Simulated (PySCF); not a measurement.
SMILES OB(O)C[SiH2]c1ccccc1, GFN2-xTB optimised geometry.

```
22

O      2.11    -2.41     0.00
B      0.76    -2.41     0.00
O      0.13    -3.62    -0.06
C     -0.01    -1.03     0.00
Si    -0.47    -0.56    -1.78
C     -1.46     1.05    -1.80
C     -2.02     1.49    -2.99
C     -2.74     2.67    -3.06
C     -2.91     3.44    -1.93
C     -2.36     3.03    -0.73
C     -1.64     1.84    -0.67
H      2.49    -3.29    -0.04
H     -0.83    -3.60    -0.07
H     -0.92    -1.08     0.60
H      0.61    -0.25     0.42
H      0.73    -0.40    -2.61
H     -1.32    -1.61    -2.38
H     -1.89     0.89    -3.88
H     -3.16     2.99    -4.00
H     -3.47     4.36    -1.98
H     -2.49     3.62     0.16
H     -1.22     1.53     0.28
```

Density from PBE/def2-SVP (PySCF) at that geometry.

Minimum of the electron density along straight lines between bonded atoms, close to the bond critical point (lines longer than 1.1 times the sum of covalent radii, or with two minima, are not listed):

```json
[
 {"bond": "O1–B2", "length / Å": "1.350", "ρ at the minimum / e bohr⁻³": "0.208", "∇²ρ there / e bohr⁻⁵": "1.16", "position (fraction from the first atom)": "0.67"},
 {"bond": "B2–O3", "length / Å": "1.366", "ρ at the minimum / e bohr⁻³": "0.199", "∇²ρ there / e bohr⁻⁵": "1.07", "position (fraction from the first atom)": "0.33"},
 {"bond": "B2–C4", "length / Å": "1.580", "ρ at the minimum / e bohr⁻³": "0.176", "∇²ρ there / e bohr⁻⁵": "-0.16", "position (fraction from the first atom)": "0.33"},
 {"bond": "C4–Si5", "length / Å": "1.900", "ρ at the minimum / e bohr⁻³": "0.108", "∇²ρ there / e bohr⁻⁵": "0.30", "position (fraction from the first atom)": "0.62"},
 {"bond": "Si5–C6", "length / Å": "1.891", "ρ at the minimum / e bohr⁻³": "0.112", "∇²ρ there / e bohr⁻⁵": "0.31", "position (fraction from the first atom)": "0.38"},
 {"bond": "C6–C7", "length / Å": "1.392", "ρ at the minimum / e bohr⁻³": "0.304", "∇²ρ there / e bohr⁻⁵": "-0.73", "position (fraction from the first atom)": "0.50"},
 {"bond": "C7–C8", "length / Å": "1.382", "ρ at the minimum / e bohr⁻³": "0.310", "∇²ρ there / e bohr⁻⁵": "-0.77", "position (fraction from the first atom)": "0.50"},
 {"bond": "C8–C9", "length / Å": "1.385", "ρ at the minimum / e bohr⁻³": "0.309", "∇²ρ there / e bohr⁻⁵": "-0.77", "position (fraction from the first atom)": "0.50"},
 {"bond": "C9–C10", "length / Å": "1.384", "ρ at the minimum / e bohr⁻³": "0.310", "∇²ρ there / e bohr⁻⁵": "-0.77", "position (fraction from the first atom)": "0.50"},
 {"bond": "C6–C11", "length / Å": "1.392", "ρ at the minimum / e bohr⁻³": "0.303", "∇²ρ there / e bohr⁻⁵": "-0.73", "position (fraction from the first atom)": "0.50"},
 {"bond": "C10–C11", "length / Å": "1.384", "ρ at the minimum / e bohr⁻³": "0.310", "∇²ρ there / e bohr⁻⁵": "-0.77", "position (fraction from the first atom)": "0.50"},
 {"bond": "O1–H12", "length / Å": "0.958", "ρ at the minimum / e bohr⁻³": "0.357", "∇²ρ there / e bohr⁻⁵": "-2.31", "position (fraction from the first atom)": "0.81"},
 {"bond": "O3–H13", "length / Å": "0.955", "ρ at the minimum / e bohr⁻³": "0.361", "∇²ρ there / e bohr⁻⁵": "-2.35", "position (fraction from the first atom)": "0.81"},
 {"bond": "C4–H14", "length / Å": "1.091", "ρ at the minimum / e bohr⁻³": "0.264", "∇²ρ there / e bohr⁻⁵": "-0.89", "position (fraction from the first atom)": "0.62"},
 {"bond": "C4–H15", "length / Å": "1.088", "ρ at the minimum / e bohr⁻³": "0.267", "∇²ρ there / e bohr⁻⁵": "-0.92", "position (fraction from the first atom)": "0.63"},
 {"bond": "Si5–H16", "length / Å": "1.469", "ρ at the minimum / e bohr⁻³": "0.116", "∇²ρ there / e bohr⁻⁵": "0.30", "position (fraction from the first atom)": "0.49"},
 {"bond": "Si5–H17", "length / Å": "1.477", "ρ at the minimum / e bohr⁻³": "0.114", "∇²ρ there / e bohr⁻⁵": "0.30", "position (fraction from the first atom)": "0.49"},
 {"bond": "C7–H18", "length / Å": "1.081", "ρ at the minimum / e bohr⁻³": "0.281", "∇²ρ there / e bohr⁻⁵": "-1.05", "position (fraction from the first atom)": "0.63"},
 {"bond": "C8–H19", "length / Å": "1.081", "ρ at the minimum / e bohr⁻³": "0.280", "∇²ρ there / e bohr⁻⁵": "-1.04", "position (fraction from the first atom)": "0.63"},
 {"bond": "C9–H20", "length / Å": "1.080", "ρ at the minimum / e bohr⁻³": "0.281", "∇²ρ there / e bohr⁻⁵": "-1.05", "position (fraction from the first atom)": "0.63"},
 {"bond": "C10–H21", "length / Å": "1.081", "ρ at the minimum / e bohr⁻³": "0.280", "∇²ρ there / e bohr⁻⁵": "-1.04", "position (fraction from the first atom)": "0.63"},
 {"bond": "C11–H22", "length / Å": "1.081", "ρ at the minimum / e bohr⁻³": "0.281", "∇²ρ there / e bohr⁻⁵": "-1.05", "position (fraction from the first atom)": "0.63"}
]
```
